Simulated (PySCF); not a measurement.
Two-dimensional NMR puzzle

Compound of formula C$_{9}$H$_{7}$BF$_{2}$. Correlations simulated from computed shifts and couplings:

HSQC (one-bond C–H):
```tsv
δH	δC	¹J(C,H) (Hz)
8.09	128.4	169
7.80	167.6	179
7.60	128.8	164
7.51	132.6	166
7.39	131.1	167
3.58	44.0	134
```

COSY cross peaks (|J| ≥ 2 Hz):
```tsv
δH	δH	abs. J (Hz)	bonds
8.09	7.51	8.6	3
7.80	3.58	2.6	3
7.60	7.39	8.4	3
7.51	7.39	8.3	3
```

HMBC (two and three bonds, |J| ≥ 2.5 Hz):
```tsv
δH	δC [abs. J in Hz]
8.09	148.1 [7.0], 139.5 [3.1], 131.1 [7.9]
7.80	149.6 [10.3], 148.1 [6.6], 139.5 [5.8], 44.0 [9.0]
7.60	149.6 [6.8], 132.6 [7.5], 44.0 [3.2]
7.51	149.6 [8.6], 128.8 [8.8]
7.39	148.1 [8.6], 128.4 [8.5]
3.58	167.6 [6.0], 148.1 [4.1], 139.5 [4.3]
```

Carbons without hydrogens: δ 149.6, 148.1, 139.5.

PySCF 2.14 calculation with shieldings: GIAO PBE0/pcSseg-1, couplings computed with B3LYP/pcJ-1 (spin–dipole term only in couplings to heteroatoms) and PBE0-D3(BJ)/def2-SVP geometry; isolated molecule, fast rotation and ring inversion assumed for equivalent nuclei, one conformer, non-relativistic.

Chemical shifts δ = σref − σ; TMS for ¹H (31.27 ppm) and ¹³C (184.41 ppm), all at this level.

Exchangeable hydrogens are left out of these lists, and C,H couplings along chains are those of one rotamer, so weak HMBC peaks may be missing or extra.

Problem. Work out the connectivity.

Solution. SMILES C1=C(B(F)F)C2=CC=CC=C2C1.

Mapped SMILES: `[F:1][B:2]([F:3])[C:4]1=[CH:5][CH2:6][c:7]2[cH:8][cH:9][cH:10][cH:11][c:12]21`; H(Xn) means a hydrogen on atom n.

- δC 167.6 is C5, an alkene CH (δH 7.80).
- δC 149.6 is C12, a substituted aromatic carbon.
- δC 148.1 is C7, a substituted aromatic carbon.
- δC 139.5 is C4, a fully substituted alkene carbon.
- δC 132.6 is C10, an aromatic CH (δH 7.51).
- δC 131.1 is C9, an aromatic CH (δH 7.39).
- δC 128.8 is C8, an aromatic CH (δH 7.60).
- δC 128.4 is C11, an aromatic CH (δH 8.09).
- δC 44.0 is C6, an sp3 CH2 on an aromatic ring (δH 3.58).
- HMBC from δH 8.09 reaches the proton-free carbons C7, C4.
- HMBC from δH 7.80 reaches the proton-free carbons C12, C7, C4.
- HMBC from δH 7.60 reaches the proton-free carbon C12.
- HMBC from δH 7.51 reaches the proton-free carbon C12.
- COSY links 8.09–7.51, 7.80–3.58, 7.60–7.39, 7.51–7.39.

The data come from this structure; uniqueness wasn't tested.

A carbon bonded to boron is broadened by the quadrupolar boron nucleus and is often missing from a measured spectrum. Unscaled 3J(H,H) at this level run about 10 % above measured values. Shifts are as computed. Against solution values, carbons near 30 ppm lie about +2 ppm off and those near 130 ppm about +5 ppm. Of 1313 compounds with measured shifts, 239 miss one by over three times the rms of a fit or turn the order of signals round; such compounds aren't used in these exercises.
